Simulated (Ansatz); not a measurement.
Isolated molecules relaxed with PBE0-D4/def2-TZVP in Ansatz; ΔE leaves out vibrations. CCSD(T)/CBS is the MP2 limit (def2-TZVPP, def2-QZVPP) plus CCSD(T) − MP2 in def2-TZVPP, frozen cores. This one scheme is used for every species. For Se outer-core shells are correlated without core-valence functions, which leaves a few kJ/mol of doubt a bond. Scalar relativity is left out up to krypton. One conformer a species, not always the lowest.

Consider the ligand exchange at the Si–C bond: `FC[SiH2][SeH]` + CH₃OH → `CO[SiH2][SeH]` + `CF`.

| species | CCSD/def2-TZVPP energy (Eh) |
| --- | --- |
| `FC[SiH2][SeH]` | -2829.93646 |
| CH₃OH | -115.54074 |
| `CO[SiH2][SeH]` | -2805.97050 |
| `CF` | -139.55110 |

Work out ΔE.

ΔE = (-2805.97050) + (-139.55110) − (-2829.93646) − (-115.54074) = -0.04440 Eh = -27.9 kcal/mol. CCSD(T)/CBS gives -27.3 kcal/mol.

What do rigid-rotor, harmonic-oscillator terms from PBE0-D4/def2-TZVP frequencies (298.15 K, 1 bar) make of the CCSD(T)/CBS value? (An estimate is asked.)

Computed: ΔZPE = +0.4 kcal/mol, ΔH = -26.9 kcal/mol, ΔS = -3 J/(mol·K), ΔG = -26.6 kcal/mol. Modes under 50 cm⁻¹ make the entropy rough.

Largest T1 diagnostic among the species: 0.010.

Leaving LDA and LC-ωPBE aside and taking each functional with its dispersion term where it has one, the values, not all of them listed here, spread over 5.0 kcal/mol, from BHLYP-D4 to revPBE-D4. At CCSD(T), def2-SVP lies +1.1 kcal/mol from the extrapolated value and def2-TZVPP −0.2 kcal/mol. In def2-TZVPP, CCSD(T) changes the Hartree–Fock value by +3.3 kcal/mol (the triples alone add +0.3 kcal/mol) and MP2 by +2.3 kcal/mol.
